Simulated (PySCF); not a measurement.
## Frontier orbitals and the lowest excitations

C6H8O2.
Z-matrix (Å and degrees, PBE0-D3(BJ)/def2-SVP geometry), rows numbered from 1:
```
C 
C   1  1.3318
C   2  1.4933  1  124.36
C   3  1.5063  2  113.15  1  -132.14
O   4  1.1982  3  126.14  2    -8.17
O   4  1.3550  3  110.06  2   172.77
C   6  1.3693  4  118.45  3   178.87
C   7  1.3289  6  120.53  4  -179.02
H   1  1.0928  2  121.41  3  -179.20
H   1  1.0949  2  121.63  3     0.88
H   2  1.0953  1  119.87  3  -179.89
H   3  1.1011  2  112.23  1    -8.78
H   3  1.1064  2  110.96  1   108.91
H   7  1.0927  6  114.34  4     1.14
H   8  1.0902  7  119.61  6  -179.82
H   8  1.0920  7  121.36  6     0.12
```

Level of theory: TDDFT PBE0/def2-SVPD, vertical, gas phase, core orbitals frozen in the response in PySCF.

Frontier orbitals with the atoms that hold most of them (Löwdin shares over 4%, at most four atoms; ? is withheld):

```csv
orbital,ε (eV),atoms
LUMO+2,0.70,"C7 18%, C4 14%, C8 13%, O6 10%"
LUMO+1,0.01,"C1 35%, C2 34%, H10 6%, C3 6%"
LUMO,-0.58,"C4 26%, O5 19%, C8 17%, C7 14%"
HOMO,?,?
HOMO-1,-7.80,?
HOMO-2,-8.54,"O5 64%, O6 8%, C4 8%, C3 8%"
HOMO-3,-10.08,"C2 24%, C1 21%, C3 14%, H11 12%"
```

Q: Give the leading atoms of the HOMO.

A: C8 (bonded to C and 2 H) 35%; C7 (bonded to C, O and H) 26%; O6 (bonded to 2 C) 18%; O5 (bonded to C) 4%. By element: carbon 61% or more, oxygen 22%.

Q: Give the leading atoms of the HOMO-1.

A: C1 (bonded to C and 2 H) 35%; C2 (bonded to 2 C and H) 33%; C3 (bonded to 2 C and 2 H) 7%.

Q: What is the HOMO energy, and the HOMO–LUMO gap?

A: ε(HOMO) = -7.44 eV; the gap is 6.86 eV (0.2522 hartree).

Q: The HOMO–LUMO gap is 6.86 eV. Where does the response calculation put the lowest singlet, and from which orbitals?

A: S1 is at 5.78 eV (f = 0.0034), 1.08 eV below the gap, made of HOMO-2→LUMO (66%), HOMO-1→LUMO (22%). Its leading pair isn't HOMO and LUMO; the energies of that pair differ by 7.96 eV. 

Q: One configuration dominates each of S2 and S4. Which, and how do the shares of the two leading atoms of either orbital change from the occupied to the empty one?

A: 
- S2 (6.13 eV, f 0.300), HOMO→LUMO (83%): C8 35% → 17%, C7 26% → 14%, C4 at most 5% → 26%, O5 4% → 19%
- S4 (6.76 eV, f 0.021), HOMO→LUMO+1 (97%): C8 35% → at most 7%, C7 26% → at most 7%, C1 at most 5% → 35%, C2 at most 5% → 34%

Löwdin shares depend on the basis, the more so with diffuse functions.

One conformer stands for the species.
